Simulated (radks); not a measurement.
Species: the samarium ion Sm+. Configuration: [Xe] 4f6 6s1. Method: scalar-relativistic Kohn-Sham, r2SCAN, spin-unpolarised, spherical densities, finite nucleus; meta-GGA in the generalised Kohn-Sham scheme; Fermi nuclear charge, rms radius 5.0819 fm; hard spherical wall at 8 bohr; computed with a radial shooting solver on a logarithmic mesh with Libxc functionals.

Radial electron density D(r) = 4 pi r^2 rho(r):

r (bohr)  D(r) (e/bohr)
0.001087          4.155
0.001449          6.640
0.001949          10.58
0.002599          16.31
0.003495          24.73
0.004661          35.74
0.006266          49.65
0.008358          64.11
0.01124           76.57
0.01499           82.29
0.02015           79.64
0.02687           73.52
0.03613           75.31
0.04819           91.30
0.06479           108.1
0.08642           102.1
0.1162            83.03
0.155             86.47
0.2083            94.76
0.2779            65.58
0.3736            38.15
0.4983            44.33
0.6699            38.21
0.8935            19.74
1.201             11.48
1.602             7.635
2.154             3.228
2.873             1.001
3.863            0.4269
5.152            0.1715
6.927           0.01659

D(r) has 4 maxima, at r = 0.0157, 0.0702, 0.197, 0.544 bohr, and minima at 0.0303, 0.129, 0.389 bohr, inside which lie 1.95, 11.14, 29.15 electrons.
